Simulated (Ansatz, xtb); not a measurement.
## C4H5F2NO: which of two isomers lies lower

Structure I: `O=CN/C=C\C(F)F`, a singlet. Structure II: `COC(F)(F)CC#N`, a singlet. Both are isolated molecules in the gas phase, relaxed with PBE0-D3(BJ)/def2-SVP, each in the lowest conformer that the search found.

Problem. Estimate which is lower in electronic energy at CCSD(T)/def2-SVP + ΔMP2/def2-TZVPP, and by roughly how much.

Solution. The CCSD(T)/def2-SVP + ΔMP2/def2-TZVPP calculation puts structure II lower, by 8.35 kJ/mol.

How the difference moves with the method:

```
                             level              geometry  E(II) − E(I) (kJ/mol)  departure from the last row (kJ/mol)  job, with rough time for the two
              PBE0-D3(BJ)/def2-SVP  PBE0-D3(BJ)/def2-SVP                  +29.59                                +37.94                optimisation, 84 s
                       HF/def2-SVP  PBE0-D3(BJ)/def2-SVP                   −9.79                                 −1.44           part of the CCSD(T) run
                      MP2/def2-SVP  PBE0-D3(BJ)/def2-SVP                  −20.13                                −11.78           part of the CCSD(T) run
                  CCSD(T)/def2-SVP  PBE0-D3(BJ)/def2-SVP                  −14.88                                 −6.53                      single point
CCSD(T)/def2-SVP + ΔMP2/def2-TZVPP  PBE0-D3(BJ)/def2-SVP                   −8.35                                                      single point, 91 s
```

As drawn, II has 2 C–O, 1 C–C, 1 C≡N, 1 C–H in place of 1 C=O, 2 C–N, 1 C=C, 1 N–H.

PBE0-D3(BJ)/def2-SVP puts the two in the other order. The largest departure from CCSD(T)/def2-SVP + ΔMP2/def2-TZVPP is that of PBE0-D3(BJ)/def2-SVP, 37.94 kJ/mol. Levels run at GFN2-xTB geometries aren't shown. The last row adds to CCSD(T) the change of the MP2 difference between the two basis sets, here +6.53 kJ/mol.

With thermal terms from frequencies at re-optimised GFN2-xTB minima (ideal gas, soft modes damped towards free rotors, one conformer each, 298.15 K, 1 atm): on the last row, ΔE + ΔZPE = −11.45, ΔH = −10.32, ΔG = −11.72 kJ/mol.

The correlated steps freeze 8 core orbitals. Codes used: Ansatz 0.2.0, xtb 6.7.1; the last row on 4 threads of Arm Neoverse V1 on a shared host.
